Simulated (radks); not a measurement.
The numbers below are computed, except where a source is named.
Task: The selenium ion Se4+, [Ar] 3d10 4s2. Level of theory: non-relativistic Kohn-Sham, PBE, spin-polarised, spherical densities, point nucleus (a radial shooting solver on a logarithmic mesh with Libxc functionals). Every spin shell is full or empty, so the densities are truly spherical. Functionals are evaluated on that one density, not self-consistently. Rank these exchange functionals by their error against the exact value of the orbitals, and give that value: LDA, PBE, PBEsol, PW86, AM05, SOGGA, EV93, SCAN, MS2.

Result: Exact: -84.0822 hartree. From best to worst, with 100 (|E| - |E exact|)/|E exact| (equal figures are ties): PW86 +0.19, EV93 +0.21, SCAN +0.30, PBE -0.31, MS2 -0.33, PBEsol -2.49, SOGGA -2.51, AM05 -5.13, LDA -5.62.
